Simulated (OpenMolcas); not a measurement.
**Pr3+ in SrF2: curves along the breathing mode**

Pr3+ with its 8 nearest fluoride ions, on the Sr site of SrF2 (a = 5.796 Å, distance in the model lattice 2.510 Å). The rest of the host is ab initio model potentials to 7.6 Å and point charges beyond; the distance is set by hand and nothing relaxes, and no local charge compensation is placed. Ligand basis ANO-RCC-VDZP.

```yaml
Program: OpenMolcas
Method: CASSCF
Basis: ANO-RCC-VDZP [7s6p4d2f1g]
Scalar_Hamiltonian: DKH2, point nucleus
Active_space: 2 electrons in 7 orbitals (4f)
State_averaging: 2S+1 = 3 even, 21 roots; 2S+1 = 1 even, 27 roots kept (CI in the orbitals of an earlier block)
Spin-orbit_coupling: state interaction with AMFI integrals over the reference wave functions
```

Spin-free energies (labels of O, the rotations of Oh) in cm-1 above the lowest fitted minimum, as all ligands move together:

```tsv
R (Å)	3T1	3E	3T1(2)	3T2	3A2	3T2(2)	3T1(3)
2.299	180	200	800	1360	5890	6850	6830
2.353	680	690	1210	1690	6410	7210	7210
2.408	4300	4300	4770	5170	10060	10730	10750
2.462	10470	10470	10880	11220	16250	16820	16850
2.516	18850	18860	19220	19510	24660	25140	25180
2.57	29150	29150	29470	29720	34970	35390	35430
2.624	41090	41090	41380	41590	46930	47290	47330
```

Cubic fits give the following; the wavenumber is harmonic, with the mass of all moving ligands, small differences in it between states hang on the degree of the fit, a number in brackets counts states of one label, and the table is a selection of at most 14 states with clean curves.

| State | R0 (Å) | Breathing mode (cm-1) | Minimum (cm-1) |
| --- | --- | --- | --- |
| 3T1 | 2.317 | 493 | 0 |
| 3E | 2.317 | 493 | 20 |
| 3T1(2) | 2.318 | 493 | 590 |
| 3T2 | 2.319 | 493 | 1120 |
| 3A2 | 2.316 | 493 | 5720 |
| 3T2(2) | 2.319 | 494 | 6620 |
| 3T1(3) | 2.318 | 493 | 6600 |
| 1E | 2.316 | 492 | 6580 |
| 1T2 | 2.318 | 493 | 7080 |
| 1T1 | 2.318 | 493 | 7320 |
| 1A1 | 2.321 | 494 | 8310 |
| 1E(2) | 2.316 | 493 | 20750 |
| 1T2(2) | 2.317 | 492 | 21400 |
| 1A2 | 2.316 | 493 | 25120 |

For an f ion spin-orbit coupling outweighs the ligand field, so these spin-free curves are not those of observable levels.

Without dynamic correlation the ligand-field splitting of an f shell can come out too small, at times by half. No measured value stands beside these numbers.
